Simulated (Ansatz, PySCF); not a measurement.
Process, species as SMILES: CN(C)C(=O)N(C)C [1,1,3,3-tetramethylurea] -> [CH2]N(C)C(=O)N(C)C + H atom (the C-H bond at the site shown breaks; other sites are not compared here)
Structures are relaxed separately at B3LYP-D3(BJ)/def2-TZVP in Ansatz (a program for electronic structure), one conformer each, not searched for the lowest. Frequencies are from Ansatz or PySCF.

Wanted: bond dissociation energy (0 K, with B3LYP-D3(BJ) harmonic zero-point energies), in kcal/mol. Valence correlation only, unless marked. UHF or UKS for open shells. No spin-orbit coupling. No relativistic terms. CBS(X,Y): correlation extrapolated as X^-3; Hartree-Fock from the larger set. The bracket is a focal-point correction in the basis named.

RI-MP2/CBS(cc-pVTZ,cc-pVQZ)+[CCSD(T)-MP2]/cc-pVTZ (Ansatz) gives 91.7 kcal/mol.

Question: Another calculation gave 84.6 kcal/mol. Which level was it?
A. B2GP-PLYP/def2-TZVPD (Ansatz)
B. SVWN5/def2-TZVPD (Ansatz)
C. PBE/def2-TZVPD (Ansatz)

Answer: C, PBE/def2-TZVPD (Ansatz). The others give 88.5 (B2GP-PLYP), 94.7 (SVWN5) kcal/mol.
